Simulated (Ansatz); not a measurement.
`C[O][Al]([CH3])[NH2]` + HBr → `[CH3][Al]([NH2])[Br]` + CH₃OH at 298.15 K and 1 bar (ligand exchange at the Al–O bond).

Gas-phase electronic energies from Ansatz, PBE0-D4/def2-TZVP geometries. CCSD(T)/CBS is the MP2 limit (def2-TZVPP, def2-QZVPP) plus CCSD(T) − MP2 in def2-TZVPP, frozen cores. This one scheme is used for every species. For Br outer-core shells are correlated without core-valence functions, which leaves a few kJ/mol of doubt a bond. Scalar relativity is left out up to krypton. One conformer a species, not always the lowest.

| species | CCSD(T)/CBS energy (Eh) | H − E (kJ/mol) | S (J/(mol·K)) |
| --- | --- | --- | --- |
| `C[O][Al]([CH3])[NH2]` | -452.90838 | 297.5 | 386.8 |
| HBr | -2573.91920 | 24.6 | 198.6 |
| `[CH3][Al]([NH2])[Br]` | -2911.22635 | 185.7 | 355.7 |
| CH₃OH | -115.61712 | 146.3 | 238.2 |

H − E and S are ideal-gas, rigid-rotor, harmonic terms from PBE0-D4/def2-TZVP, for one conformer and one mirror image of each species. 1 Eh = 2625.50 kJ/mol, R = 8.31446 J/(mol·K).

**Question.** By hand: ΔE, ΔH, ΔS and ΔG.

**Answer.** ΔE = (-2911.22635) + (-115.61712) − (-452.90838) − (-2573.91920) = -0.01589 Eh = -41.7 kJ/mol. Δ(H − E) = 185.7 + 146.3 − 297.5 − 24.6 = 9.9, so ΔH = -31.8 kJ/mol. ΔS = 355.7 + 238.2 − 386.8 − 198.6 = 8.5 J/(mol·K). ΔG = -31.8 − 298.15 × (8.5)/1000 = -34.3 kJ/mol.

**Question.** By hand: the equilibrium constant, and the temperature at which ΔG would vanish if ΔH and ΔS stayed fixed.

**Answer.** log₁₀ K = −ΔG/(RT ln 10) = 6.0. ΔH and −TΔS have one sign here, so there is no such temperature.

The number of gas molecules stays the same, so ΔS is small and ΔH decides. A doubt of 5 kJ/mol in ΔE shifts log₁₀ K by 0.9 here. Other conformers and mirror images would add mixing entropy, several J/(mol·K) or more a flexible species. Modes under 60 cm⁻¹, often nearly free rotors, make the harmonic entropy too high. These are equilibria of isolated gas molecules and say nothing of rates. Largest T1 diagnostic: 0.011 (customary marks: 0.02 for closed shells, 0.045 for open ones).

ΔS is within the doubt of such terms, so its sign, and with it that verdict, could turn.
